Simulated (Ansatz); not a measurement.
BPH₃F₃ (relaxed from a model of B(PH3)F3, whose bonding it doesn't keep). Total charge 0; triplet. Geometry PBE-D4/def2-SVP, that of the neutral singlet; atoms count from 1.

```xyz
8

B    -0.879   -1.238    0.573
P     0.618    0.865   -0.403
H     0.055    2.177   -0.545
H     1.203    0.838   -1.714
H     1.811    1.311    0.257
F    -1.782   -1.188   -0.407
F    -1.144   -0.644    1.737
F     0.117   -2.121    0.501
```

In the triplet geometry the species has come apart into loosely held pieces. At PBE0-D4/def2-TZVP a singlet of charge 0 lies 6.05 eV below the triplet at the same geometry.

Problem. Estimate the Mulliken populations from the PBE0/def2-TZVP orbitals of Ansatz.

Solution. 
```json
{"atom": "B1", "charge (e)": "0.54", "spin (α − β)": "0.04"}
{"atom": "P2", "charge (e)": "-0.16", "spin (α − β)": "1.46"}
{"atom": "H3", "charge (e)": "0.04", "spin (α − β)": "0.24"}
{"atom": "H4", "charge (e)": "0.04", "spin (α − β)": "0.24"}
{"atom": "H5", "charge (e)": "0.13", "spin (α − β)": "-0.02"}
{"atom": "F6", "charge (e)": "-0.20", "spin (α − β)": "0.02"}
{"atom": "F7", "charge (e)": "-0.19", "spin (α − β)": "0.01"}
{"atom": "F8", "charge (e)": "-0.19", "spin (α − β)": "0.01"}
```
Mulliken values and Mayer orders depend strongly on the basis.

Problem. Where does the spin sit?

Solution. Summed by element: B 0.04, P 1.46, H 0.46, F 0.04, of 2 unpaired in all. Largest on single atoms: P2 1.46, H3 0.24, H4 0.24.

Problem. And the Mayer bond orders between bonded heavy atoms (over 0.3)?

Solution. B1–F6 1.22 (1.33 Å); B1–F7 1.24 (1.33 Å); B1–F8 1.24 (1.33 Å).
